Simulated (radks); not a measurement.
Values are calculated unless marked as measured or tabulated.
The tellurium anion Te2-, [Xe], held by a Watson sphere: a shell of charge +2 at radius R that stands for the Madelung well of a crystal (potential energy -2/R inside, -2/r outside, in hartree with lengths in bohr). Level of theory: scalar-relativistic Kohn-Sham, PBEsol, spin-polarised, spherical densities, finite nucleus; Fermi nuclear charge, rms radius of each element as measured or else 0.836 A^(1/3) + 0.57 fm (a radial shooting solver on a logarithmic mesh with Libxc functionals). Response by self-consistent Sternheimer equations with the Hartree and adiabatic LDA kernel, the relativistic mass of each level held fixed and spin-orbit coupling left out. The sphere does not respond.

| R (bohr) | e(4d) (eV) | e(5s) (eV) | e(5p) (eV) | <r> 5p (bohr) | sum of <r^2> (bohr^2) | X-ray form factor at sin(theta)/lambda = 0.2 1/angstrom | alpha (bohr^3) |
|---|---|---|---|---|---|---|---|
| 2.36 | -41.168 | -16.561 | -7.469 | 2.587 | 75.28 | 41.726 | 39.99 |
| 2.47 | -40.895 | -16.293 | -7.335 | 2.616 | 76.46 | 41.687 | 41.88 |
| 3.01 | -39.996 | -15.094 | -6.589 | 2.756 | 82.31 | 41.558 | 53.46 |
| 3.11 | -39.873 | -14.895 | -6.443 | 2.781 | 83.39 | 41.544 | 56.03 |
| 4.15 | -38.816 | -13.201 | -4.978 | 3.007 | 93.88 | 41.502 | 90.84 |
| 5.5 | -37.695 | -11.728 | -3.468 | 3.224 | 105.8 | 41.538 | 163.1 |
| 5.71 | -37.544 | -11.549 | -3.276 | 3.252 | 107.6 | 41.543 | 178.1 |
| 5.79 | -37.488 | -11.484 | -3.206 | 3.262 | 108.2 | 41.544 | 184.1 |
